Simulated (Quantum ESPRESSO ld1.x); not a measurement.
Q: The mean radii <r> (bohr) of the occupied orbitals of an atom or ion are listed with their occupations. Method: scalar-relativistic Kohn-Sham, LDA (Slater exchange, VWN5 correlation), spin-polarised, spherical densities, point nucleus; computed with ld1.x of Quantum ESPRESSO 7.5.

orbital  occ.     <r>
1s up       1  0.1038
1s down     1  0.1038
2s up       1  0.5023
2s down     1  0.5044
2p up       3  0.4577
2p down     2  0.4607

Name the element and its charge. Open shells, if any, are filled with parallel spins first.

A: Z = 15, phosphorus, charge +6: P6+ in [He] 2s2 2p5. The 1s radius gives Z: for a bare nucleus <r> = (2 gamma + 1)/(2Z) with gamma = sqrt(1 - (Z/c)^2), 0.0996 bohr for Z = 15, and screening makes it slightly larger (0.1038 here). The occupations add up to 9, and the charge is Z minus that.
